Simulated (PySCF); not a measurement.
SiHClBr2, SMILES Br[SiH](Cl)Br.

Geometry optimised at PBE0-D3(BJ)/def2-SVP.

Two levels are set side by side: PBE/def2-TZVP (PySCF) and PBE0/def2-TZVP (PySCF). Same geometry, gas phase. Differences are taken from unrounded values.

```json
[
 {"quantity": "orbital gap (eV)", "PBE0": "7.83"},
 {"quantity": "highest occupied level (eV)", "PBE0": "-8.73"},
 {"quantity": "lowest empty level (eV)", "PBE0": "-0.90"},
 {"quantity": "dipole moment (D)", "PBE0": "0.73"},
 {"quantity": "mean polarisability (bohr³)", "PBE0": "73.6"}
]
```

Q: What does PBE give, and how far is it from PBE0? (The exact figures need the calculation; the answer reports its results.)

A: 
```json
[
 {"quantity": "orbital gap (eV)", "PBE": "5.62", "PBE minus PBE0": "-2.21"},
 {"quantity": "highest occupied level (eV)", "PBE": "-7.43", "PBE minus PBE0": "1.29"},
 {"quantity": "lowest empty level (eV)", "PBE": "-1.81", "PBE minus PBE0": "-0.91"},
 {"quantity": "dipole moment (D)", "PBE": "0.65", "PBE minus PBE0": "-0.08"},
 {"quantity": "mean polarisability (bohr³)", "PBE": "76.0", "PBE minus PBE0": "2.4"}
]
```

PBE's occupied levels lie high since its potential decays too fast outside the molecule; exact exchange lowers them and widens the gap. PBE's more diffuse valence density responds more strongly to a field. Differences between two approximate levels are no errors against the true value.

Rough cost on one machine, each run with all the roots and properties that it gave: PBE0 against PBE within a factor of 2.
